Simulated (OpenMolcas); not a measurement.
**Lines of Ag5+: computed and rescaled rates**

* Program: OpenMolcas
* Method: CASSCF
* Basis: ANO-RCC-VQZP [8s7p5d3f2g1h]
* Scalar Hamiltonian: DKH2, point nucleus
* Active space: 6 electrons in 5 orbitals (4d)
* State averaging: 2S+1 = 5 even, 5 roots; 2S+1 = 3 even, 45 roots; 2S+1 = 1 even, 50 roots
* Spin-orbit coupling: state interaction with AMFI integrals over the reference wave functions, term energies averaged over their components

Rates come from the transition moments of the reference wave functions (E1 and E2 in the length form). At fixed line strength A goes as λ^-3 for E1 and M1 and as λ^-5 for E2, so a rate at the computed wavelength can be rescaled to the measured one. Measured vacuum wavelengths follow from level energies in the list in Gamrath, thesis, University of Mons (2023). Branching counts decays inside the model space alone, at computed energies, and the table is only a selection of the E2 and M1 lines, drawn from those between levels with measured partners whose computed energy lies within a factor of 1.5 of the measured one.

| Upper | Lower | Type | λ computed (nm) | λ measured (nm) | A computed (s-1) | A rescaled (s-1) | Branching % |
| --- | --- | --- | --- | --- | --- | --- | --- |
| 4d⁶ ⁵D₀ | 4d⁶ ⁵D₁ | M1 | 22930 | 22780 | 1.31e-02 | 1.34e-02 | 100.0 |
| 4d⁶ ⁵D₁ | 4d⁶ ⁵D₂ | M1 | 10700 | 10120 | 7.52e-02 | 8.89e-02 | 100.0 |
| 4d⁶ ⁵D₂ | 4d⁶ ⁵D₃ | M1 | 7389 | 7933 | 1.57e-01 | 1.27e-01 | 100.0 |
| 4d⁶ ⁵D₃ | 4d⁶ ⁵D₄ | M1 | 3968 | 3714 | 5.51e-01 | 6.72e-01 | 100.0 |
| 4d⁶ ³G₅ | 4d⁶ ³H₅ | M1 | 1487 | 1627 | 1.08e+00 |  | 32.3 |
| 4d⁶ ³P₁(1) | 4d⁶ ³P₂(1) | M1 | 1423 | 1391 | 8.33e+00 | 8.92e+00 | 28.2 |
| 4d⁶ ³G₅ | 4d⁶ ³H₆ | M1 | 1369 | 1551 | 1.95e+00 |  | 58.4 |
| 4d⁶ ¹I₆ | 4d⁶ ³H₅ | M1 | 757.8 | 807.6 | 1.70e+00 |  | 34.2 |
| 4d⁶ ³D₂ | 4d⁶ ³P₂(1) | M1 | 746.3 | 861.4 | 1.88e+00 |  | 24.9 |
| 4d⁶ ¹I₆ | 4d⁶ ³H₆ | M1 | 725.9 | 788.5 | 3.23e+00 |  | 64.9 |
| 4d⁶ ¹G₄(1) | 4d⁶ ³H₅ | M1 | 591.9 | 638.2 | 6.28e+00 |  | 31.4 |
| 4d⁶ ¹D₂(1) | 4d⁶ ³F₃(1) | M1 | 483.6 | 590.6 | 7.44e+00 |  | 34.9 |
| 4d⁶ ³P₂(1) | 4d⁶ ⁵D₃ | M1 | 435.7 | 545 | 1.71e+01 |  | 85.6 |
| 4d⁶ ³H₆ | 4d⁶ ⁵D₄ | E2 | 410.5 | 464.8 | 1.74e-04 |  | 100.0 |
| 4d⁶ ³H₅ | 4d⁶ ⁵D₄ | M1 | 400.9 | 458.5 | 3.76e-02 |  | 73.9 |
| 4d⁶ ³F₂(1) | 4d⁶ ⁵D₂ | M1 | 388.9 | 468.3 | 3.22e+00 |  | 56.9 |
| 4d⁶ ³F₃(1) | 4d⁶ ⁵D₃ | M1 | 385.1 | 459.8 | 6.45e+00 |  | 59.4 |
| 4d⁶ ³P₁(1) | 4d⁶ ⁵D₂ | M1 | 349.3 | 411.9 | 1.55e+01 |  | 52.6 |
| 4d⁶ ³G₃ | 4d⁶ ⁵D₃ | M1 | 313.7 | 361.4 | 1.56e+00 |  | 27.6 |
| 4d⁶ ³G₄ | 4d⁶ ⁵D₄ | M1 | 296.8 | 337.2 | 1.99e+00 |  | 49.6 |
| 4d⁶ ³D₁ | 4d⁶ ⁵D₁ | M1 | 288.5 | 349.4 | 5.14e+00 |  | 48.9 |
| 4d⁶ ³D₂ | 4d⁶ ⁵D₂ | M1 | 285.7 | 348.5 | 3.61e+00 |  | 47.8 |
| 4d⁶ ³D₃ | 4d⁶ ⁵D₄ | M1 | 252.1 | 298.4 | 7.29e+00 |  | 52.9 |
| 4d⁶ ³P₁(2) | 4d⁶ ⁵D₂ | M1 | 171.6 | 209.6 | 1.33e+01 |  | 41.5 |
| 4d⁶ ³P₂(2) | 4d⁶ ⁵D₃ | M1 | 155.5 | 185.8 | 9.17e+00 |  | 32.1 |

Spin-changing lines and M1 lines between different terms are not rescaled, since their strength hangs on the term gaps too.

The largest correction is for 4d⁶ ⁵D₂ → 4d⁶ ⁵D₃ (M1): 1.57e-01 × (7389 / 7933)^3 = 1.27e-01 s-1, a factor of 0.81.

The computed order of these levels differs from the measured one in 3 places, and where term gaps are wrong the rates of spin-changing lines can be off by large factors.

These are rates of the free ion; in crystals, glasses and complexes forced electric-dipole and non-radiative decay shorten such lifetimes by orders of magnitude. No measured rate stands beside these. Rescaling mends the energy factor alone: line strengths can still be far off where a level mixes with configurations outside the active space, and weak or spin-changing lines hang on small mixing coefficients that depend on the term gaps too, so rescaling need not improve them.

Without dynamic correlation excited terms often stand tens of per cent too high (terms of higher spin than the ground term too low), and those without a measured partner can miss by more than the paired ones. Some levels mix across a computed gap that differs much from the measured one, so their mixing is not that of the real levels. Computed and measured levels are paired by configuration, term and J; levels that our copy of the source lacks, or whose pairing is in doubt (as where it misses far off the trend of its configuration), stay unpaired. Levels of configurations outside the active space are missing.

A number in round brackets counts repeated terms of one configuration in the order of the reference energies.
